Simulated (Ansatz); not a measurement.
C$_{3}$H$_{6}$Cl (SMILES [CH2]CCCl), doublet, geometry from GFN2-xTB, atoms displaced at random by about 0.1 Å a coordinate; B3LYP/STO-3G run with Ansatz (an electronic-structure program).

Ansatz was given this input:
Ansatz 0.2 input:
```yaml
crystal:
  periodic: [false, false, false]
  atoms:
    - {symbol: C, position_ang: [0.85935174, -0.57739837, 0.02776472]}
    - {symbol: C, position_ang: [2.31385187, -0.31222181, -0.04966647]}
    - {symbol: C, position_ang: [-0.01208825, 0.61411179, -0.21396315]}
    - {symbol: H, position_ang: [0.91229618, -1.31461230, 0.91556692]}
    - {symbol: H, position_ang: [0.86298839, -1.36312944, -0.88367823]}
    - {symbol: Cl, position_ang: [-1.60985479, -0.05689037, 0.03945315]}
    - {symbol: H, position_ang: [2.84666486, 0.16197414, -0.91865608]}
    - {symbol: H, position_ang: [2.80804994, 0.16882937, 0.98100476]}
    - {symbol: H, position_ang: [0.05468423, 1.37784080, 0.72259590]}
    - {symbol: H, position_ang: [0.23136961, 1.15113125, -0.94557259]}
basis:
  gaussian:
    orbitals: STO-3G
hamiltonian:
  xc: b3lyp
magnetization: {spin_polarized: true, initial_magnetization: 1}
relax: {f_tol: 0.002}
```

Q: Write the output that Ansatz gives for this input, abridged.

A: 
```
Functional definition: B3LYP
433 factors; integrals over basis functions are off by at most 1.1e-5 eV
mean field evaluation 1: about -15550.8886 eV, gradient 1.2e1 eV
mean field evaluation 2: about -15550.8471 eV, gradient 1.3e1 eV
mean field evaluation 4: about -15551.9416 eV, gradient 1.6e-1 eV
mean field evaluation 8: about -15551.8892 eV, gradient 8.4e-3 eV
mean field -15551.88919259 eV, -571.5213863785 hartree, gradient 5.4e-5 eV, S^2 0.753597; 0 other end points of the search recorded, 0 dependent functions left out
the calculation of the forces begins
reference -15551.88937617 eV, -571.5213931252 hartree; 21, 20 occupied and 9, 10 virtual orbitals, 433 factors
relax step   1: F+E_penalty+E_count = -15551.88919259 eV  Δ(F+E_penalty+E_count) = +0.000e0 eV  max|allowed force component| = 1.299e1 eV/Å  Δτ_max = 0.0000 Å  (24 SCF iters, accepted)
these checks for a lower state are left out or cut short: starts, cluster_reference, orbital_swaps, neighbouring_geometries, increment
433 factors; integrals over basis functions are off by at most 2.9e-5 eV
mean field evaluation 16: about -15554.7262 eV, gradient 5.7e-1 eV
mean field -15554.67156280 eV, -571.6236365977 hartree, gradient 1.1e-5 eV, S^2 0.754196; 0 other end points of the search recorded, 0 dependent functions left out
the calculation of the forces begins
reference -15554.67175012 eV, -571.6236434816 hartree; 21, 20 occupied and 9, 10 virtual orbitals, 433 factors
relax step   2: F+E_penalty+E_count = -15554.67156280 eV  Δ(F+E_penalty+E_count) = -2.782e0 eV  max|allowed force component| = 2.669e0 eV/Å  Δτ_max = 0.1904 Å  (28 SCF iters, accepted)
these checks for a lower state are left out or cut short: starts, cluster_reference, orbital_swaps, neighbouring_geometries, increment
433 factors; integrals over basis functions are off by at most 2.7e-5 eV
mean field -15554.22606207 eV, -571.6072647480 hartree, gradient 2.3e-5 eV, S^2 0.754557; 0 other end points of the search recorded, 0 dependent functions left out
the calculation of the forces begins
reference -15554.22625514 eV, -571.6072718432 hartree; 21, 20 occupied and 9, 10 virtual orbitals, 433 factors
relax step   3: F+E_penalty+E_count = -15554.22606207 eV  Δ(F+E_penalty+E_count) = +4.455e-1 eV  max|allowed force component| = 4.475e0 eV/Å  Δτ_max = 0.1896 Å  (33 SCF iters, rejected (line search))
these checks for a lower state are left out or cut short: starts, cluster_reference, orbital_swaps, neighbouring_geometries, increment
[...]
relax step   4: F+E_penalty+E_count = -15554.86900889 eV  Δ(F+E_penalty+E_count) = -1.974e-1 eV  max|allowed force component| = 7.775e-1 eV/Å  Δτ_max = 0.0914 Å  (24 SCF iters, accepted)
relax step   5: F+E_penalty+E_count = -15554.87622564 eV  Δ(F+E_penalty+E_count) = -7.217e-3 eV  max|allowed force component| = 1.568e-1 eV/Å  Δτ_max = 0.0962 Å  (24 SCF iters, accepted)
relax step   6: F+E_penalty+E_count = -15554.87863294 eV  Δ(F+E_penalty+E_count) = -2.407e-3 eV  max|allowed force component| = 6.475e-2 eV/Å  Δτ_max = 0.0252 Å  (25 SCF iters, accepted)
relax step   7: F+E_penalty+E_count = -15554.87960867 eV  Δ(F+E_penalty+E_count) = -9.757e-4 eV  max|allowed force component| = 8.070e-3 eV/Å  Δτ_max = 0.0210 Å  (25 SCF iters, accepted)
[...]
relax step   8: F+E_penalty+E_count = -15554.87964214 eV  Δ(F+E_penalty+E_count) = -3.347e-5 eV  max|allowed force component| = 1.120e-3 eV/Å  Δτ_max = 0.0072 Å  (19 SCF iters, accepted)
these checks for a lower state are left out or cut short: starts, cluster_reference, orbital_swaps, neighbouring_geometries, increment
433 factors; integrals over basis functions are off by at most 2.9e-5 eV
mean field -15554.87964690 eV, -571.6312835475 hartree, gradient 7.6e-5 eV, S^2 0.754165; 0 other end points of the search recorded, 0 dependent functions left out
the calculation of the forces begins
reference -15554.87983524 eV, -571.6312904689 hartree; 21, 20 occupied and 9, 10 virtual orbitals, 433 factors
relax step   9: F+E_penalty+E_count = -15554.87964690 eV  Δ(F+E_penalty+E_count) = -4.758e-6 eV  max|allowed force component| = 5.161e-4 eV/Å  Δτ_max = 0.0040 Å  (17 SCF iters, accepted)
433 factors; integrals over basis functions are off by at most 2.9e-5 eV
mean field -15554.87964690 eV, -571.6312835475 hartree, gradient 7.6e-5 eV, S^2 0.754165; 1 other end points of the search recorded, 0 dependent functions left out
the calculation of the forces begins
reference -15554.87983524 eV, -571.6312904688 hartree; 21, 20 occupied and 9, 10 virtual orbitals, 433 factors
Total energy: -15554.87983524 eV, -571.6312904688 hartree
Atom 0 at     0.988621    -0.652767     0.002710 Å, force    -0.000347    -0.000194     0.000241 eV/Å
Atom 1 at     2.430346    -0.170479    -0.000259 Å, force     0.000284     0.000131    -0.000036 eV/Å
Atom 2 at    -0.004052     0.559703    -0.078179 Å, force    -0.000120     0.000384    -0.000089 eV/Å
Atom 3 at     0.770060    -1.219386     0.925317 Å, force     0.000250    -0.000301     0.000000 eV/Å
Atom 4 at     0.798484    -1.315282    -0.860403 Å, force    -0.000099     0.000060     0.000105 eV/Å
Atom 5 at    -1.766494    -0.011724    -0.075590 Å, force     0.000516     0.000123     0.000003 eV/Å
Atom 6 at     2.914349     0.095450    -0.947229 Å, force    -0.000048    -0.000029    -0.000178 eV/Å
Atom 7 at     2.884834     0.195432     0.927792 Å, force    -0.000245     0.000017     0.000152 eV/Å
Atom 8 at     0.111229     1.232737     0.791488 Å, force    -0.000107    -0.000240    -0.000092 eV/Å
Atom 9 at     0.139937     1.135951    -1.010797 Å, force    -0.000086     0.000049    -0.000107 eV/Å
Dipole moment:     0.472709     0.134781     0.000308 e Å
```
